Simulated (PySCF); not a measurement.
C3H14SSi3, SMILES C[Si](C)(C)[SiH2][SiH2]S at its GFN2-xTB optimised geometry (Å):

```
21

C      2.6787     0.1165     1.7524
Si     0.8060     0.4326     1.5351
C     -0.0530     0.2252     3.2289
C      0.5470     2.2322     0.9502
Si    -0.1593    -1.0558     0.0000
Si    -2.4791    -1.0558     0.0000
S     -3.1670     1.0037     0.0000
H      3.1218     0.8019     2.4698
H      2.8671    -0.8932     2.1053
H      3.2098     0.2377     0.8129
H     -1.1151     0.4418     3.1536
H      0.3627     0.8964     3.9753
H      0.0495    -0.7878     3.6081
H     -0.5114     2.4591     0.8573
H      1.0069     2.4083    -0.0183
H      0.9723     2.9480     1.6485
H      0.2364    -2.4591     0.2052
H      0.2836    -0.7754    -1.3801
H     -3.2098    -1.6703    -1.1111
H     -3.1220    -1.5237     1.2239
H     -2.5850     1.3595    -1.1351
```

Computed with PBE0/def2-SVP (PySCF 2.14.0). Cells within 0.4 Å of a nucleus heavier than hydrogen are left out (blank, or x).

Map of the deformation density (molecule minus spherical neutral atoms) (e/bohr³) on the plane z = 1.2 Å:

```
|111111111111111111111111111|
|111111111111111111111111111|
|111111111111111111111111111|
|111111111111111011111111111|
|111111111111000000111111111|
|111111111100000100011111111|
|111111111100112730011111111|
|111111111000555930001111111|
|11111111110045x500001111111|
|111111111100126610000011111|
|111101111100015520000000111|
|111000011100001101101100111|
|111000000000000x03339500111|
|111000000000122103239500111|
|111000000000133101001100111|
|111001210000012100000000111|
|111013841000000000000001111|
|111013631000000000000011111|
|111101110000001001111111111|
|111110000000011111111111111|
|111111111111111111111111111|
|111111111111111111111111111|
|111111111111111111111111111|
|111111111111111111111111111|
|111111111111111111111111111|
|111111111111111111111111111|
|111111111111111111111111111|
```
Scale: ten equal steps from -0.009 (start of '0') to 0.067 (end of '9'), in the order '0123456789'; x runs from -5.50 to 5.50, y from -5.50 (bottom) to 5.50 (top).
